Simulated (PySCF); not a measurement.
# Dipole moment and polarisability of `C=N[SiH2]CC(=C)C`

C5H11NSi.
Cartesian coordinates in Å at the GFN2-xTB level; atoms count from 1:
```
atom  x, y, z in Å
C1     3.6994   -0.0125    0.4793
N2     2.6062    0.3203   -0.0178
Si3    1.1148   -0.4782   -0.3360
C4    -0.1413    0.5153    0.7039
C5    -1.5430    0.0924    0.4233
C6    -2.2197   -0.7062    1.2354
C7    -2.1324    0.6141   -0.8511
H8     3.9434   -1.0161    0.8406
H9     4.4907    0.7282    0.5734
H10    0.9958   -1.9077   -0.0174
H11    0.9576   -0.2590   -1.7748
H12    0.0830    0.3809    1.7626
H13   -0.0189    1.5740    0.4738
H14   -3.2275   -1.0190    1.0208
H15   -1.7937   -1.0774    2.1524
H16   -2.1422    1.7039   -0.8439
H17   -1.5304    0.2949   -1.7007
H18   -3.1506    0.2585   -0.9887
```

Level: B3LYP/def2-SVPD (PySCF), static field, nuclei fixed, core orbitals frozen in the response. The polarisability tensor in these axes (au):

```
x   126.14   4.73   0.84
y     4.73  83.35  -7.21
z     0.84  -7.21  85.44
```

**Question.** Diagonalise the tensor; give its mean and Δα, where Δα² is half the sum of the squared differences of the eigenvalues.

**Answer.** Principal values 76.76, 91.50 and 126.66 au; mean 98.31 au = 14.57 Å³ = 16.21 × 10⁻⁴⁰ C²·m²/J; Δα = 44.40 au (45 % of the mean).

**Question.** What is the dipole moment, and where does it point?

**Answer.** (0.87, -0.38, 0.46) D, 1.05 D in size, pointing from the negative to the positive side. Measured along this direction, the outermost atoms are H18 at the negative end and H8 at the positive end.

**Question.** What would n − 1 = 2πNα be for an ideal gas of these molecules at 298.15 K and 1 atm, electronic part alone?

**Answer.** N = p/kT = 2.4615 × 10¹⁹ cm⁻³, so n − 1 = 2π × N × 14.57 × 10⁻²⁴ cm³ = 2253 × 10⁻⁶ at long wavelengths.

**Question.** In TDDFT the mean static polarisability is Σ f/ω² over all singlet excitations (ω in hartree). How much of it do the 8 lowest give? Their energies (eV) and oscillator strengths: 3.99, 0.0002; 4.95, 0.0704; 6.03, 0.0331; 6.10, 0.0058; 6.29, 0.0023; 6.31, 0.0036; 6.47, 0.0065; 6.66, 0.3076.

**Answer.** They add up to 8.29 au, 8.4 % of the 98.31 au; the largest single term is 5.14 au, from the state at 6.66 eV. Terms in order: 0.01, 2.12, 0.67, 0.11, 0.04, 0.07, 0.12, 5.14 au. Higher excitations give the rest. The strengths listed sum to 0.430.

**Question.** What molar refraction does this α imply?

**Answer.** Lorentz–Lorenz: R = (4π/3)N_A α = 2.5225 cm³/(mol·Å³) × 14.57 Å³ = 36.7 cm³/mol, in the limit of long wavelengths.

**Question.** Rayleigh depolarisation ratio (linearly polarised light, static tensor)?

**Answer.** ρ = 3Δα²/(45ᾱ² + 4Δα²) = 5913.0/(434897 + 7883.9) = 0.0134.

Geometry: GFN2-xTB, one conformer, isolated molecule.

The run behind these numbers computed excited states as well. On one thread of an Intel Xeon at 2.50 GHz, on a shared host, this took 1.8 min of wall time (with the writing of density and orbital grids) and 0.89 GiB of memory at its peak.
